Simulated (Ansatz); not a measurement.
A run for Ansatz (a quantum-chemistry and plane-wave program): R-CCSD(T)/def2-TZVPP on CH3ISi (SMILES C[Si]I), a point of a torsion scan. Elements past Kr take the def2 small-core potentials; no spin–orbit coupling. The run froze 15 orbitals, filled d shells among them.

Ansatz 0.2 input:
```yaml
crystal:
  periodic: [false, false, false]
  atoms:
    - {symbol: C, position_ang: [-0.66038234, -0.02143217, -0.01865994]}
    - {symbol: Si, position_ang: [0.80866695, 1.20622741, 0.06970747]}
    - {symbol: I, position_ang: [2.36617663, 0.20890892, -1.64488817]}
    - {symbol: H, position_ang: [-0.81244692, -0.48510157, 0.95575588]}
    - {symbol: H, position_ang: [-1.57782562, 0.51670010, -0.25579549]}
    - {symbol: H, position_ang: [-0.54474921, -0.81877633, -0.75118563]}
basis:
  gaussian:
    orbitals: def2-TZVPP
magnetization: {spin_polarized: false}
correlation: {method: ccsd_t, electrons: outside_noble_gas}
scf: {lower_state_search: off}
```

It printed:

```
WARN ansatz: RAYON_NUM_THREADS=1 ignored (pool sized by the plan → 1); use --threads N
Functional definition: HF
these checks for a lower state are left out or cut short: stability, starts, cluster_reference, orbital_swaps, neighbouring_geometries, increment
integrals: 0.46 GiB planned
1137 factors; integrals over basis functions are off by at most 1.1e-3 eV
mean field: 0.47 GiB planned
mean field evaluation 1: about -17011.1829 eV, gradient 2.7e1 eV
mean field evaluation 2: about -17011.2632 eV, gradient 2.7e1 eV
mean field evaluation 4: about -17013.4258 eV, gradient 2.8e0 eV
mean field evaluation 8: about -17013.4766 eV, gradient 3.1e-1 eV
mean field evaluation 16: about -17013.4775 eV, gradient 3.0e-6 eV
mean field -17013.47748946 eV, -625.2337655884 hartree, gradient 3.0e-6 eV, S^2 0.000000; 0 other end points of the search recorded, 0 dependent functions left out
15 core orbitals not correlated
reference -17013.47748946 eV, -625.2337655884 hartree; 9, 9 occupied and 141, 141 virtual orbitals, 1137 factors
second order -11.27331646 eV of doubles, -0.00000000 eV of singles
coupled cluster: 1.35 GiB planned
cycle   1  -11.96723811 eV  change   -6.9e-1 eV  update   9.1e-2
cycle   2  -12.30291387 eV  change   -3.4e-1 eV  update   3.1e-2
cycle   3  -12.38086039 eV  change   -7.8e-2 eV  update   1.7e-2
cycle   4  -12.37330482 eV  change    7.6e-3 eV  update   5.4e-3
cycle   5  -12.37202182 eV  change    1.3e-3 eV  update   2.5e-3
cycle   6  -12.37222722 eV  change   -2.1e-4 eV  update   8.7e-4
cycle   7  -12.37209708 eV  change    1.3e-4 eV  update   3.5e-4
cycle   8  -12.37216818 eV  change   -7.1e-5 eV  update   1.3e-4
cycle   9  -12.37216079 eV  change    7.4e-6 eV  update   5.1e-5
cycle  10  -12.37213529 eV  change    2.5e-5 eV  update   1.9e-5
cycle  11  -12.37214397 eV  change   -8.7e-6 eV  update   6.6e-6
perturbative correction -0.54995062 eV, -0.0202103124 hartree
Total energy: -17026.39958405 eV, -625.7086438055 hartree
Checks for a lower state left out: stability, starts, cluster_reference, orbital_swaps, neighbouring_geometries, increment
```

The run converged.

Cost: around 23 core-seconds (rough).
